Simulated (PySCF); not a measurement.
C4H5Si, SMILES C1=C[SiH2]C=[C]1, multiplicity 2.

Geometry: B3LYP-D3(BJ)/def2-SVP. The isomer is the one that the SMILES or the coordinates give; other isomers of the formula were not compared.

Calculation: TDA-PBE/def2-SVPD run with PySCF.

Vertical excitations. The molecule is in vacuum.

List the lowest excited states. (An estimate is asked for; the answer gives what the named calculation found.)


```
state    energy (eV)  λ (nm)      f                                                     main pairs
-------  -----------  ------  -----  -------------------------------------------------------------
root 1          2.56     485  0.001                             α HOMO→LUMO 29 %, β HOMO→LUMO 71 %
root 2          2.72     456  0.000                             α HOMO→LUMO 71 %, β HOMO→LUMO 29 %
root 3          2.82     439  0.000                         α HOMO−1→LUMO 50 %, β HOMO→LUMO+1 48 %
root 4          4.44     279  0.004                                             β HOMO−1→LUMO 97 %
root 5          4.47     277  0.023     α HOMO−1→LUMO 16 %, β HOMO−2→LUMO 60 %, β HOMO→LUMO+1 18 %
root 6          4.67     266  0.046     α HOMO−1→LUMO 23 %, β HOMO−2→LUMO 39 %, β HOMO→LUMO+1 24 %
root 7          4.81     258  0.000  α HOMO−3→LUMO 40 %, α HOMO−1→LUMO+3 6 %, β HOMO−1→LUMO+1 44 %
root 8          5.06     245  0.000                       α HOMO−2→LUMO 53 %, β HOMO−2→LUMO+1 47 %
root 9          5.18     239  0.022                                             α HOMO→LUMO+1 91 %
root 10         5.36     231  0.005                                             α HOMO→LUMO+2 94 %
```
Unrestricted roots are not spin-pure.
